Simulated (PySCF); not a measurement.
Species: C₄H₁₄Si₂.
SMILES: `CC(C)[SiH2]C[SiH3]`

Vertical excitations from PySCF (density fitting, frozen core in the response, grid level 2 and gas phase unless stated; continuum runs use non-equilibrium linear response for the excitations) on a GFN2-xTB geometry. Reference run:

| settings | S1, eV (f) | S2, eV (f) | S3, eV (f) | S4, eV (f) | S5, eV (f) | S6, eV (f) | T1, eV (Tamm–Dancoff) | mean α (au) |
| --- | --- | --- | --- | --- | --- | --- | --- | --- |
| PBE0/def2-SVPD, full TDDFT, 6 singlets | 7.04 (0.005) | 7.39 (0.039) | 7.85 (0.106) | 7.89 (0.005) | 8.01 (0.154) | 8.21 (0.000) | 6.84 | 104.5 |

Problem. What do these settings give: OPBE/6-311G**, fitting basis def2-universal-jkfit, TDA, 12 singlets?

Solution. 
| settings | S1, eV (f) | S2, eV (f) | S3, eV (f) | S4, eV (f) | S5, eV (f) | S6, eV (f) | T1, eV (Tamm–Dancoff) | mean α (au) |
| --- | --- | --- | --- | --- | --- | --- | --- | --- |
| OPBE/6-311G**, fitting basis def2-universal-jkfit, TDA, 12 singlets | 6.61 (0.009) | 7.18 (0.132) | 7.52 (0.061) | 7.60 (0.023) | 7.61 (0.002) | 7.81 (0.114) | 6.41 | 98.0 |

S1 moves by -0.43 eV; functional, basis and response scheme change together, so the shift can't be laid on one. States are counted by energy in each run and needn't keep their character from row to row.

All basis functions are spherical, in the Pople sets too.

Problem. Give the leading configurations of S1 (H = HOMO, L = LUMO) and the HOMO–LUMO gap of each run.

Solution. 
| settings | S1 configurations (weight) | S1 (eV) | orbital gap (eV) | S1 − gap (eV) |
| --- | --- | --- | --- | --- |
| PBE0/def2-SVPD, full TDDFT, 6 singlets | H→L 0.97 | 7.04 | 8.11 | -1.07 |
| OPBE/6-311G**, fitting basis def2-universal-jkfit, TDA, 12 singlets | H→L 0.99 | 6.61 | 6.54 | +0.07 |

Conformer computed: `[CH3:1][CH:2]([CH3:3])[SiH2:4][CH2:5][SiH3:6]`: C1–C2–Si4–C5 62°, C2–Si4–C5–Si6 180°.

One conformer stands for the species.
